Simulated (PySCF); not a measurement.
A GIAO shielding run with PySCF (density fitting, non-relativistic, gas phase) on `C=CC[Si@@H](Cl)[C@H](F)[SiH3]`, C$_{4}$H$_{10}$ClFSi$_{2}$:

```
$ OMP_NUM_THREADS=1 python probes_run.py task.json out

{"job": {"kind": "nmr", "xc": "PBE0", "basis": "pcSseg-1"}, "charge": 0, "multiplicity": 1}
C     -2.690274     1.007827    -0.220205
C     -2.306280    -0.210880     0.111670
C     -1.469787    -1.093324    -0.752992
Si     0.336982    -1.169645    -0.141668
Cl     1.351894    -2.506502    -1.263696
C      1.125318     0.572366    -0.318077
F      0.761070     1.090691    -1.570489
Si     3.034826     0.724587    -0.176747
H     -2.423232     1.443148    -1.169313
H     -3.282933     1.619934     0.438088
H     -2.576658    -0.626220     1.073907
H     -1.889827    -2.100832    -0.763076
H     -1.482911    -0.717961    -1.778417
H      0.447065    -1.564582     1.263769
H      0.648261     1.243511     0.404396
H      3.641994    -0.080265    -1.231717
H      3.388632     0.237831     1.157318
H      3.377103     2.136635    -0.339168
```

Hardware: 1 thread of an Arm Neoverse V1, shared host. The job also computes population analyses, field gradients.

Task: How large is the calculation?

Result: 88 electrons, 207 basis functions and 1144 auxiliary functions.

Task: How long does it take, and how much memory does it need?

Result: 36 s of wall time, with 13 SCF cycles and 5 response iterations; peak memory 0.93 GiB. Times on a shared host scatter by some tens of per cent.
